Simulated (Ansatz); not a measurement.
Cost and result for the atomization energy of `F[Si](Cl)(Cl)[GeH3]` (8 atoms, 7 bonds).

```xyz
8

F     1.534    1.475   -0.799
Si    0.470    0.307   -0.964
Cl   -0.952    0.973   -2.262
Cl    1.443   -1.273   -1.808
Ge   -0.473   -0.276    1.131
H    -1.182    0.949    1.723
H     0.642   -0.746    2.073
H    -1.482   -1.408    0.907
```

The species carries charge 0 and has multiplicity 1. Correlated methods include outer-core shells of Ge, which these sets cover unevenly. Scalar relativity is left out up to krypton. All single points use the PBE0-D4/def2-TZVP geometry. Program: Ansatz. All runs use 4 threads of a server CPU on a shared host. Times are those of one run each, without the atoms' runs, and a repeat can differ threefold. Electronic energies, without spin–orbit coupling; frozen cores. CCSD(T)/CBS adds CCSD(T) − MP2 in def2-TZVPP to the MP2 limit, and its time is that of the two runs behind it. T1 = 0.011. With those shells the extrapolation isn't a true limit. B3LYP takes the VWN-RPA correlation (the form of Gaussian; ORCA's B3LYP/G). HSE06 is the plane-wave form, built on full-range PBE exchange.

CCSD(T)/CBS is a level of theory with its own doubt, some kJ/mol a heavy atom from the limit and from the frozen cores, so smaller differences don't rank the functionals.

```
                            level  functions  wall time  atomization (kcal/mol)  difference from CCSD(T)/CBS  per bond
           LDA (SPW92)/def2-TZVPP        247      1.3 s                   685.3                         79.3      11.3
             revPBE-D4/def2-TZVPP        247      1.9 s                   588.9                        -17.1      -2.4
  PBE-D4/def2-TZVPP (with forces)        247      2.2 s                   603.9                         -2.1      -0.3
              HSE06-D4/def2-TZVPP        247      3.9 s                   596.9                         -9.1      -1.3
              BHLYP-D4/def2-TZVPP        247      3.9 s                   582.1                        -23.9      -3.4
B3LYP-D4/def2-TZVPP (with forces)        247      5.5 s                   593.2                        -12.8      -1.8
                B2PLYP/def2-TZVPP        247      5.5 s                   589.6                        -16.4      -2.3
              PBE-QIDH/def2-TZVPP        247      5.5 s                   598.5                         -7.5      -1.1
                 CCSD(T)/def2-SVP        115        6 s                   549.0                        -57.0      -8.1
               ωB97X-V/def2-TZVPP        247        8 s                   607.4                          1.4       0.2
                   MP2/def2-QZVPP        446       19 s                   612.3                          6.3       0.9
               CCSD(T)/def2-TZVPP        247    2.6 min                   587.8                        -18.2      -2.6
                CCSD(T)/CBS(def2)          –    2.9 min                   606.0                          0.0       0.0
```

From r2SCAN to r2SCAN0 (25 % exact exchange), in def2-TZVPP and without D4, the atomization energy moves by −10.6 kcal/mol: exact exchange takes away binding that semilocal exchange gives to molecules. At CCSD(T), def2-SVP lies −57.0 kcal/mol from the extrapolated value and def2-TZVPP −18.2 kcal/mol: correlation converges slowly with the basis, and small sets miss more of it in the bonded molecule than in its fragments. In def2-TZVPP, CCSD(T) changes the Hartree–Fock value by +142.3 kcal/mol (the triples alone add +9.9 kcal/mol) and MP2 by +155.8 kcal/mol; breaking electron pairs costs correlation energy, which Hartree–Fock lacks.
